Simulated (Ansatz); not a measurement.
Worked example: N2H4 + C2H5Sn → N2H3 + C2H6Sn

Species: N2H4 (hydrazine) `NN`, singlet; C2H5Sn `C=[CH][SnH2]`, doublet; N2H3 (hydrazinyl radical) `[NH]N`, doublet; C2H6Sn `C=[CH][SnH3]`, singlet. A radical takes H: the energy is the difference in strength between the N–H bond broken and the Sn–H bond made.

Shapes, held fixed at every level: PBE0-D4/def2-TZVP. Flexible molecules stand in one conformer, not always the lowest. Programs: Ansatz 0.2.0. The zero-point and thermal change to 298 K, harmonic and unscaled (PBE0-D4/def2-TZVP), is -14.8 kJ/mol.

At CCSD(T)/def2-TZVPP; 1 Eh = 2625.50 kJ/mol:

```
species  energy (Eh)
   N2H4  -111.702783
 C2H5Sn  -292.647472
   N2H3  -111.062231
 C2H6Sn  -293.273971
```

Q: Work out ΔH(298 K) of the reaction at this level.

A: 
1. Products less reactants: (-111.062231) + (-293.273971) − [(-111.702783) + (-292.647472)] = 0.014053 Eh = +36.9 kJ/mol.
2. With the thermal change: +36.9 + (-14.8) = +22.1 kJ/mol.

Other levels give +8.3 (HF/def2-SVP) to +25.2 kJ/mol (wB97M-V/def2-TZVPP). No measured value is set beside it here. Spin contamination: C2H5Sn (⟨S²⟩ up to 0.83). Open shells run unrestricted unless RO is named. For atoms past krypton def2 sets carry core potentials with scalar relativity. Correlated rows may include outer-core shells of Sn, which these sets cover unevenly.
